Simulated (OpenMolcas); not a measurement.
**V3+: effect of the ligand basis**

V3+ with 4 ligands (chloride) in tetrahedral coordination (Td) at 2.27 Å. A charge of +0.25 e stands 2.4 Å behind each ligand.

* Program: OpenMolcas 26.06
* Method: CASSCF
* Spin-orbit coupling: RASSI with atomic mean-field integrals over the reference wave functions

Fixed: metal basis ANO-RCC-VTZP, active space 2 electrons in 5 orbitals (3d), DKH2 Hamiltonian.

States (labels of Td). Energies in cm-1 above the lowest state or level, χT in cm3 K/mol.

```json
{"Run": "A", "Ligand basis": "ANO-RCC-VDZP", "Ground state": "3A2", "First state of that spin": "3T2 5437", "First gap with spin-orbit (degeneracies)": "5385 (3, 1)", "χT at 300 K": "0.975", "First state of another spin": "1E 13801", "Cost": "roughly 40 core-seconds"}
{"Run": "B", "Ligand basis": "ANO-RCC-VTZP", "Ground state": "3A2", "First state of that spin": "3T2 5439", "First gap with spin-orbit (degeneracies)": "5388 (3, 1)", "χT at 300 K": "0.975", "First state of another spin": "1E 13835", "Cost": "roughly 2.7 core-minutes"}
```

Against A, the first state of the same spin changes by 0 % in B.

Costs are those of the RASSCF and RASSI steps.

Without dynamic correlation the repulsion within the d shell is too large (B by tens of per cent), so at a given field states of lower spin stand too high. Ligand-to-metal charge-transfer states are missing. With no ligand orbital active B as a rule stays too high, so bands that hang on it stand too high and its fall with covalency is understated. With metal d orbitals alone and no dynamic correlation the field as a rule comes out too small, by tens of per cent, by up to half for chloride and softer ligands. No measured value stands beside these numbers; the geometry is a model, was not optimised and need not be the one that this ion takes.
